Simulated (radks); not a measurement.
Results of a calculation; reference values are marked as such.
Spin polarisation of the 5s1 shell in Ag. Start: [Kr] 4d10 5s(up 0.5, down 0.5); electrons of 5s are moved from spin down to spin up, other shells keep equal spins. Level of theory: non-relativistic Kohn-Sham, PBEsol, spin-polarised, spherical densities, point nucleus (a radial shooting solver on a logarithmic mesh with Libxc functionals).

| moment (Bohr magnetons) | E - E(0) (eV) | e(5s up) (eV) | e(5s down) (eV) | 4d down minus up (eV) |
|---|---|---|---|---|
| 0 | 0.000 | -3.998 | -3.998 | 0.000 |
| 0.25 | -0.013 | -4.101 | -3.885 | 0.044 |
| 0.5 | -0.054 | -4.194 | -3.763 | 0.089 |
| 0.75 | -0.121 | -4.278 | -3.632 | 0.134 |
| 1 | -0.216 | -4.352 | -3.475 | 0.180 |

At moment 1 the spin-polarisation energy is -0.216 eV and the 5s exchange splitting 0.877 eV, that is 0.877 eV per Bohr magneton; E = -I m^2/4 would give I = 0.863 eV.
